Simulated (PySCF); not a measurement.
Gas-phase reaction: GeO + 3 Cl = GeCl3 + O

Computed with PySCF (xtb for GFN2) and rigid-rotor harmonic-oscillator thermochemistry at 1 bar. † marks an energy on the PBE0/def2-TZVP geometry and frequencies; other levels use their own. CCSD(T) freezes the core. 6-31G* has spherical d functions here. Open shells (unrestricted): Cl (multiplicity 2), GeCl3 (multiplicity 2), O (multiplicity 3); the rest are closed-shell singlets. GFN2 has no spin-polarisation term. Spin-orbit splitting is ignored; it lowers the true energy and changes the entropy of Cl, O. B3LYP is the form with VWN-RPA correlation. Ge: all electrons, no relativistic terms. GeCl3: computed as isolated molecules; such fragments, hydroxides, amides, oligomers or adducts are transient or little studied in the gas. CCSD(T) isn't extrapolated to the basis-set limit. Warning, large T1 diagnostic: GeO (CCSD(T)/def2-SVP†).

```tsv
level	ΔH°(298 K), kJ
B3LYP/6-31G*	-301
CCSD(T)/def2-SVP†	-284
GFN2-xTB	[?]
HF/6-31G*	[?]
PBE/def2-TZVP†	-340
PBE0/def2-TZVP	[?]
```

Question: What belongs in the gaps?

Answer: 
- GFN2-xTB, ΔH°(298 K), kJ: 31
- HF/6-31G*, ΔH°(298 K), kJ: -373
- PBE0/def2-TZVP, ΔH°(298 K), kJ: -381
